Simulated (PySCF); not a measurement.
C3H3ClF2, SMILES FC(C(=C)Cl)F.

The structure is a stationary point at PBE0-D3(BJ)/def2-SVP. One conformer was computed; it need not be the lowest.

Two levels are set side by side: PBE/def2-TZVP (PySCF) and HF/def2-TZVP (PySCF). Same geometry, gas phase. Differences are taken from unrounded values.

```json
[
 {"quantity": "orbital gap (eV)", "HF": "13.55", "PBE": "4.92", "PBE minus HF": "-8.63"},
 {"quantity": "highest occupied level (eV)", "HF": "-10.56", "PBE": "-6.77", "PBE minus HF": "3.79"},
 {"quantity": "lowest empty level (eV)", "HF": "2.99", "PBE": "-1.85", "PBE minus HF": "-4.83"},
 {"quantity": "dipole moment (D)", "HF": "1.87", "PBE": "1.46", "PBE minus HF": "-0.41"},
 {"quantity": "mean polarisability (bohr³)", "HF": "46.9", "PBE": "50.6", "PBE minus HF": "3.6"}
]
```

PBE's occupied levels lie high since its potential decays too fast outside the molecule; exact exchange lowers them and widens the gap. Loosely held outer electrons make PBE densities more polarisable. Differences between two approximate levels are no errors against the true value.

Rough cost on one machine, each run with all the roots and properties that it gave: HF against PBE about 1/3.
